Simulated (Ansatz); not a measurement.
Geometry optimisation, RKS PBE0/def2-SVP in Ansatz 0.2.0.

Input file:

```yaml
crystal:
  periodic: [false, false, false]
  atoms:
    - { symbol: B, position_ang: [0.337739, -1.336338, -0.378677] }
    - { symbol: H, position_ang: [1.149749, -0.541211, -0.671074] }
    - { symbol: Cl, position_ang: [-0.400875, -2.316683, -1.618417] }
    - { symbol: Cl, position_ang: [0.09317, -1.739963, 1.312754] }
    - { symbol: H, position_ang: [-0.654714, 1.17904, -0.03012] }
    - { symbol: "N", position_ang: [-1.496679, 0.837996, -0.491524] }
    - { symbol: H, position_ang: [1.787201, 0.89016, 0.445435] }
    - { symbol: O, position_ang: [1.31839, 1.489141, 1.041745] }
    - { symbol: H, position_ang: [-1.303613, 0.529363, -1.437752] }
    - { symbol: H, position_ang: [-1.931439, 0.093395, 0.04184] }
    - { symbol: H, position_ang: [1.100971, 0.9149, 1.78579] }
basis:
  gaussian: { orbitals: def2-SVP }
hamiltonian:
  xc: pbe0
relax:
  f_tol: 0.03
  max_steps: 50
```

Run as:

```bash
$ ansatz run input.yaml --threads 2 --pin off --max-ram 3072MiB --backend cpu --events-out ev --progress --plain --runs-dir out
```

**Question.** Where does it end, and by what steps?

**Answer.** It converged. After 16 steps the energy has fallen by 1.725 eV; H7 moved furthest, 0.88 Å. Joined: B1–N6.

```
step  energy less start (eV)  largest force component (eV/Å)  accepted
   0                  0.0000                           0.527       yes
   1                  0.0126                           1.518        no
   2                 -0.0242                           0.598       yes
   3                 -0.0463                           0.398       yes
   4                 -0.0567                           0.444       yes
   5                 -0.0574                           1.904       yes
   6                 -0.1400                           1.294       yes
   7                 -0.2972                           1.622       yes
   8                 -0.8658                           2.724       yes
   9                 -1.5097                           1.543       yes
  10                 -1.6123                           1.801       yes
  11                 -1.6889                           0.720       yes
  12                 -1.7128                           0.573       yes
  13                 -1.7209                           0.317       yes
  14                 -1.7247                           0.036       yes
  15                 -1.7249                           0.054       yes
  16                 -1.7252                           0.015       yes
```

```xyz
11
Properties=species:S:1:pos:R:3
B -0.006 -1.095 -0.535
H 1.034 -0.869 -1.114
Cl -1.050 -2.335 -1.389
Cl 0.300 -1.529 1.260
H -0.291 0.968 0.050
N -0.847 0.260 -0.483
H 1.790 1.674 0.836
O 0.908 1.553 1.206
H -1.043 0.599 -1.426
H -1.741 0.109 -0.009
H 0.946 0.664 1.605
```

Whether the end is a true minimum wasn't checked by a vibrational analysis.

Time of the run: 49 s on 2 threads of Arm Neoverse V2, on a shared host, peak memory 0.24 GiB.
